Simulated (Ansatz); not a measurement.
`[CH3][GaH][NH2]` and `CBN` differ in one element.

Ansatz, PBE0-D4/def2-TZVP geometries, multiplicity 1. Each molecule was computed in one conformer, which needn't be the lowest.

Scalar relativity is left out up to krypton.

| property | `[CH3][GaH][NH2]` |
| --- | --- |
| size of the dipole moment (B3LYP/def2-TZVPP) / D | 0.81 |
| HOMO energy (PBE0/def2-TZVPP) / eV | -7.18 |
| HOMO–LUMO gap (B3LYP/def2-TZVPP) / eV | 6.41 |
| size of the dipole moment (ωB97M-V/def2-TZVPP) / D | 0.76 |
| size of the dipole moment (PBE/def2-TZVPP) / D | 0.90 |
| HOMO energy (PBE/def2-TZVPP) / eV | -5.86 |

(1) Give the same properties after the change, and the shifts. (Estimate.)

Results:

(1) Computed: 
| property | `CBN` | shift |
| --- | --- | --- |
| size of the dipole moment (B3LYP/def2-TZVPP) / D | 1.56 | 0.75 |
| HOMO energy (PBE0/def2-TZVPP) / eV | -8.32 | -1.14 |
| HOMO–LUMO gap (B3LYP/def2-TZVPP) / eV | 8.65 | 2.24 |
| size of the dipole moment (ωB97M-V/def2-TZVPP) / D | 1.57 | 0.81 |
| size of the dipole moment (PBE/def2-TZVPP) / D | 1.62 | 0.72 |
| HOMO energy (PBE/def2-TZVPP) / eV | -6.95 | -1.09 |

With PBE0 the HOMO falls by 1.14 eV and the LUMO rises by 1.09 eV, so the gap widens by about 2.23 eV. PBE moves the HOMO by -1.09 eV and ωB97M-V by -1.15 eV. Dipoles are sizes alone; their direction can turn.

B3LYP here is the variant with VWN-RPA as its local correlation; programs differ in this.
